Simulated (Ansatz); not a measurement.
`[SiH3][NH][AlH][Cl]` + `CNC` → `C[N](C)[AlH][Cl]` + `N[SiH3]` at 700 K and 1 bar (ligand exchange at the Al–N bond).

Calculated with Ansatz (gas phase, PBE0-D4/def2-TZVP geometries, no zero-point term in ΔE). CCSD(T)/CBS is the MP2 limit (def2-TZVPP, def2-QZVPP) plus CCSD(T) − MP2 in def2-TZVPP, frozen cores. This one scheme is used for every species. One conformer a species, not always the lowest.

```csv
species,CCSD(T)/CBS energy (Eh),H − E (kJ/mol),S (J/(mol·K))
`[SiH3][NH][AlH][Cl]`,-1048.70845,205.7,463.6
`CNC`,-135.00321,296.9,352.4
`C[N](C)[AlH][Cl]`,-836.90351,321.3,478.1
`N[SiH3]`,-346.80422,180.7,336.3
```

H − E and S are ideal-gas, rigid-rotor, harmonic terms from PBE0-D4/def2-TZVP, for one conformer and one mirror image of each species. 1 Eh = 2625.50 kJ/mol, R = 8.31446 J/(mol·K).

**Question.** By hand: ΔE, ΔH, ΔS and ΔG.

**Answer.** ΔE = (-836.90351) + (-346.80422) − (-1048.70845) − (-135.00321) = 0.00393 Eh = 10.3 kJ/mol. Δ(H − E) = 321.3 + 180.7 − 205.7 − 296.9 = -0.6, so ΔH = 9.7 kJ/mol. ΔS = 478.1 + 336.3 − 463.6 − 352.4 = -1.6 J/(mol·K). ΔG = 9.7 − 700 × (-1.6)/1000 = 10.8 kJ/mol.

**Question.** By hand: the equilibrium constant, and the temperature at which ΔG would vanish if ΔH and ΔS stayed fixed.

**Answer.** log₁₀ K = −ΔG/(RT ln 10) = -0.8. ΔH and −TΔS have one sign here, so there is no such temperature.

The number of gas molecules stays the same, so ΔS is small and ΔH decides. A doubt of 5 kJ/mol in ΔE shifts log₁₀ K by 0.4 here. Other conformers and mirror images would add mixing entropy, several J/(mol·K) or more a flexible species. Modes under 60 cm⁻¹, often nearly free rotors, make the harmonic entropy too high. These are equilibria of isolated gas molecules and say nothing of rates. Largest T1 diagnostic: 0.011 (customary marks: 0.02 for closed shells, 0.045 for open ones).

ΔS is within the doubt of such terms, so its sign, and with it that verdict, could turn.
